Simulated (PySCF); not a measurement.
Isomers of C5H12OSi2, mass 144.043 u with the commonest isotopes. Method used: PBE0/pcSseg-1 in PySCF (dipole) on a GFN2-xTB geometry, gas phase. One conformer each, none proved a minimum here; rigid rotors.

Task: Order these by rotational constant C, smallest first.
A. `[CH3:1][C:2]1=[C:3]([CH2:4][CH2:5][OH:6])[SiH2:7][SiH2:8]1` with C2–C3–C4–C5 -153°, C3–C4–C5–O6 -54°, C4–C5–O6–H -58°
B. `[CH3:1][C:2]#[C:3][SiH2:4][SiH2:5][CH2:6][O:7][CH3:8]` with C3–Si4–Si5–C6 -129°, Si4–Si5–C6–O7 -46°, Si5–C6–O7–C8 179°
C. `[CH2:1]=[CH:2][O:3][CH2:4]/[C:5]([SiH3:6])=[CH:7]/[SiH3:8]` with C1–C2–O3–C4 3°, C2–O3–C4–C5 170°, O3–C4–C5–Si6 -23°
D. `[CH3:1][C:2]#[C:3][Si@H:4]([CH3:5])[O:6][SiH2:7][CH3:8]` with C3–Si4–O6–Si7 31°, Si4–O6–Si7–C8 -30°

Result: B (457.2 MHz), C (535.5 MHz), D (618.3 MHz), A (744.9 MHz).

Task: Order these by rotational constant B, largest first.
A. `[CH3:1][C:2]#[C:3][SiH2:4][SiH2:5][CH2:6][O:7][CH3:8]` with C3–Si4–Si5–C6 -129°, Si4–Si5–C6–O7 -46°, Si5–C6–O7–C8 179°
B. `[CH3:1][C:2]#[C:3][Si@H:4]([CH3:5])[O:6][SiH2:7][CH3:8]` with C3–Si4–O6–Si7 31°, Si4–O6–Si7–C8 -30°
C. `[CH3:1][C:2]1=[C:3]([CH2:4][CH2:5][OH:6])[SiH2:7][SiH2:8]1` with C2–C3–C4–C5 -153°, C3–C4–C5–O6 -54°, C4–C5–O6–H -58°
D. `[CH2:1]=[CH:2][O:3][CH2:4]/[C:5]([SiH3:6])=[CH:7]/[SiH3:8]` with C1–C2–O3–C4 3°, C2–O3–C4–C5 170°, O3–C4–C5–Si6 -23°

Result: C (1066 MHz), B (917.8 MHz), D (625.5 MHz), A (481.9 MHz).

Task: Order these by out-of-plane moment Σ m c² = (Ia + Ib − Ic)/2, smallest first.
A. `[CH3:1][C:2]1=[C:3]([CH2:4][CH2:5][OH:6])[SiH2:7][SiH2:8]1` with C2–C3–C4–C5 -153°, C3–C4–C5–O6 -54°, C4–C5–O6–H -58°
B. `[CH3:1][C:2]#[C:3][SiH2:4][SiH2:5][CH2:6][O:7][CH3:8]` with C3–Si4–Si5–C6 -129°, Si4–Si5–C6–O7 -46°, Si5–C6–O7–C8 179°
C. `[CH2:1]=[CH:2][O:3][CH2:4]/[C:5]([SiH3:6])=[CH:7]/[SiH3:8]` with C1–C2–O3–C4 3°, C2–O3–C4–C5 170°, O3–C4–C5–Si6 -23°
D. `[CH3:1][C:2]#[C:3][Si@H:4]([CH3:5])[O:6][SiH2:7][CH3:8]` with C3–Si4–O6–Si7 31°, Si4–O6–Si7–C8 -30°

Result: C (12.16 u·Å²), A (15.60 u·Å²), D (37.67 u·Å²), B (46.18 u·Å²).

```tsv
SMILES	point group	Ia (u·Å²)	Ib (u·Å²)	Ic (u·Å²)	κ	μa (D)	μb (D)	μc (D)
CC#C[SiH2][SiH2]COC	C1	149.00	1048.77	1105.41	-0.98	0.11	0.51	1.53
CC#C[Si@H](C)O[SiH2]C	C1	342.05	550.64	817.36	-0.30	1.66	1.19	0.92
CC1=C(CCO)[SiH2][SiH2]1	C1	235.64	474.03	678.46	-0.54	1.19	2.17	0.86
C=COC/C([SiH3])=C/[SiH3]	C1	160.17	807.90	943.75	-0.93	0.94	1.10	0.28
```
